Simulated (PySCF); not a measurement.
ClGe2H2N, CH5AlGeN, Al2GeH3N, C2H5BGe and others (calculated)

Calculation on a computer-drawn molecule: optimised geometry and harmonic frequencies of an isolated molecule of the commonest isotopes, restricted reference for singlets and unrestricted otherwise, frozen core in MP2; on germanium a core potential holds 10 electrons, which the energies leave out, and 3d is frozen in MP2 and coupled-cluster steps. Program: PySCF 2.14.0.

Common to all runs: multiplicity 1; basis and core potential on germanium cc-pVDZ-PP ECP10MDF.

(1) ClGe2H2N

Start structure:
```xyz
6
ClGe2H2N
Cl    -0.1231    -0.3784    -0.2894
Ge     1.2837    -0.2502     1.3292
N      1.5759     1.1211     2.1917
Ge     1.1779     2.7157     2.9640
H      1.9555    -1.5952     1.4452
H      2.3258     3.5546     2.2358
```

- charge: 0
- method: MP2
- basis: cc-pV(D+d)Z
- rotational constants: 5.472, 0.7803, 0.6894 GHz
- total energy: -1102.3275 hartree
- convergence status largest gradient component: 4.458e-06 hartree/bohr

Drawn bonds:
```
atom  other atom  order
   1           2      1
   2           3      2
   3           4      1
   2           5      1
   4           6      1
```

Optimised structure:
```xyz
6
ClGe2H2N
Cl    -0.1518    -0.3484    -0.2835
Ge     1.2486    -0.2860     1.3613
N      1.7310     1.1269     2.1859
Ge     1.1009     2.7298     2.8910
H      1.9508    -1.6340     1.4321
H      2.3162     3.5793     2.2896
```

Modes:
```
frequency (cm⁻¹)  reduced mass (dalton)
           37.04                  25.61
           112.4                  8.494
           188.2                  7.461
           277.4                   1.26
           360.5                  2.614
           397.9                  1.535
             453                   19.8
           736.1                  1.066
           768.6                  1.073
            1066                  11.95
            1919                  1.022
            2241                  1.021
```

(2) CH5AlGeN

Start structure:
```xyz
9
CH5AlGeN
C      2.5549    -0.5902     1.5922
Ge     1.6887     1.1331     1.1916
N      2.0329     2.1654    -0.1350
Al     2.8926     2.6770    -1.5099
H      2.9577    -0.5389     2.6372
H      1.7532    -1.4131     1.5623
H      3.3680    -0.8250     0.8444
H      0.5262     1.7246     2.0141
H      3.6855     3.1415    -2.7118
```

* charge: 1
* method: HF
* basis: cc-pV(D+d)Z
* rotational constants: 15.4, 1.578, 1.445 GHz
* total energy: -630.2872 hartree
* convergence status largest gradient component: 3.543e-05 hartree/bohr

Drawn bonds:
```
atom  other atom  order
   1           2      1
   2           3      1
   3           4      2
   1           5      1
   1           6      1
   1           7      1
   2           8      1
   4           9      1
```

Optimised structure:
```xyz
9
CH5AlGeN
C      2.4807    -0.6350     1.6930
Ge     1.8016     1.0615     1.0916
N      2.4053     1.8849    -0.2673
Al     2.9133     2.7635    -1.5706
H      2.8238    -0.5341     2.7248
H      1.6700    -1.3666     1.6745
H      3.2982    -0.9638     1.0546
H      0.6645     1.6967     1.8746
H      3.4023     3.5673    -2.7900
```

Modes:
```
frequency (cm⁻¹)  reduced mass (dalton)
           71.53                  1.059
           85.78                  3.984
           134.4                  4.759
           241.2                  4.372
           462.3                  1.166
           470.8                  1.187
           494.9                  1.114
           518.8                  11.44
           646.6                  4.546
           775.6                  1.116
           852.4                  1.233
           949.5                  1.202
            1343                  9.509
            1387                  1.247
            1537                  1.048
            1541                  1.052
            2170                  1.052
            2299                  1.021
            3188                  1.033
            3279                  1.102
            3322                  1.106
```

(3) Al2GeH3N

Start structure:
```xyz
7
Al2GeH3N
Al    -3.3090     2.9350    -0.0497
Al    -1.7367     0.9247    -0.3689
N     -0.7502    -0.3885    -0.6438
Ge     0.3443    -1.8125    -0.8865
H      1.7057    -1.5947    -0.2402
H      0.5022    -2.1340    -2.3133
H     -0.2172    -3.1063    -0.2017
```

* charge: 0
* method: HF
* basis: cc-pV(D+d)Z
* rotational constants: 81.42, 0.5877, 0.5877 GHz
* total energy: -833.3569 hartree
* convergence status largest gradient component: 3.724e-05 hartree/bohr

Drawn bonds:
```
atom  other atom  order
   1           2      1
   2           3      2
   3           4      1
   4           5      1
   4           6      1
   4           7      1
```

Optimised structure:
```xyz
7
Al2GeH3N
Al    -3.4072     3.0870    -0.0160
Al    -1.7185     0.8634    -0.4001
N     -0.7375    -0.4245    -0.6204
Ge     0.3404    -1.8350    -0.8593
H      1.7417    -1.5987    -0.2546
H      0.5448    -2.1572    -2.3558
H     -0.2246    -3.1113    -0.1980
```

Modes:
```
frequency (cm⁻¹)  reduced mass (dalton)
           52.19                  13.17
           52.23                  13.19
           138.1                  7.907
           138.2                  7.904
           209.3                  24.86
           498.3                  28.02
           700.3                  1.145
           700.4                  1.145
           963.1                   1.02
           963.2                   1.02
           964.4                  1.052
            1325                   12.4
            2138                  1.023
            2138                  1.023
            2186                  1.012
```

(4) C2H5BGe

Start structure:
```xyz
9
C2H5BGe
C      0.2896    -3.5372     0.2157
B      0.2082    -2.0888     0.4759
C      0.2365    -0.6823     0.8110
Ge     1.5387    -0.4407     2.3820
H     -0.2636    -3.9602    -0.5653
H      0.9342    -4.2196     0.7312
H      0.6091    -0.0063     0.0506
H     -0.7313    -0.3264     1.2441
H      2.8386    -0.7928     1.4707
```

* charge: 0
* method: HF
* basis: cc-pVDZ
* rotational constants: 15.18, 1.981, 1.785 GHz
* total energy: -396.6326 hartree
* convergence status largest gradient component: 2.219e-05 hartree/bohr

Drawn bonds:
```
atom  other atom  order
   1           2      2
   2           3      1
   3           4      1
   1           5      1
   1           6      1
   3           7      1
   3           8      1
   4           9      1
```

Optimised structure:
```xyz
9
C2H5BGe
C      0.3441    -3.4776     0.1967
B      0.2495    -2.1186     0.4664
C      0.2014    -0.6454     0.8415
Ge     1.6041    -0.2580     2.2721
H     -0.3579    -3.9885    -0.4537
H      1.1338    -4.0930     0.6149
H      0.5125     0.0056     0.0130
H     -0.7600    -0.3063     1.2285
H      2.7325    -1.1725     1.6363
```

Modes:
```
frequency (cm⁻¹)  reduced mass (dalton)
           91.05                  3.782
           133.8                  1.094
             228                  1.118
           346.3                  2.296
           351.4                  2.506
           512.3                   3.15
           649.2                  1.158
           781.2                  1.526
           793.8                  1.294
           844.5                  2.119
           903.5                   1.86
            1025                  1.343
            1121                  1.217
            1427                  1.146
            1509                  1.127
            1745                  6.429
            2002                  1.022
            3153                  1.066
            3259                  1.094
            3295                  1.063
            3371                  1.109
```

(5) B2GeH4O

Start structure:
```xyz
8
B2GeH4O
B     -0.5655     0.1201    -1.9044
O     -0.5323    -1.0362    -1.2525
Ge    -0.0944    -2.6223    -0.5146
B      1.0657    -1.2406    -1.4876
H     -0.8037     0.1951    -2.9868
H     -0.4737     1.1013    -1.2806
H      1.7160    -0.5677    -0.8324
H      1.2784    -1.4761    -2.6213
```

- charge: 0
- method: HF
- basis: cc-pVDZ
- rotational constants: 9.713, 3.406, 2.576 GHz
- total energy: -419.9404 hartree
- convergence status largest gradient component: 1.194e-05 hartree/bohr

Drawn bonds:
```
atom  other atom  order
   1           2      1
   2           3      1
   3           4      1
   1           5      1
   1           6      1
   4           7      1
   4           8      1
```

Optimised structure:
```xyz
8
B2GeH4O
B     -1.3121     0.4817    -2.1560
O     -0.2425    -0.2468    -1.7861
Ge    -0.1784    -2.0577    -1.4723
B      1.8939    -1.8356    -1.0257
H     -2.3907    -0.0406    -2.3215
H     -1.1775     1.6681    -2.3204
H      2.2685    -1.5842     0.0885
H      2.7292    -1.9113    -1.8868
```

Modes:
```
frequency (cm⁻¹)  reduced mass (dalton)
           85.37                  2.482
           111.2                   3.04
           235.3                  1.137
           252.9                  3.443
           257.9                  1.123
           476.8                  1.177
             518                  4.606
           577.1                  7.147
           907.7                    1.4
            1080                  1.423
            1146                  1.378
            1229                  1.152
            1265                  1.679
            1414                  2.272
            2621                  1.053
            2657                  1.053
            2690                  1.122
            2739                  1.123
```
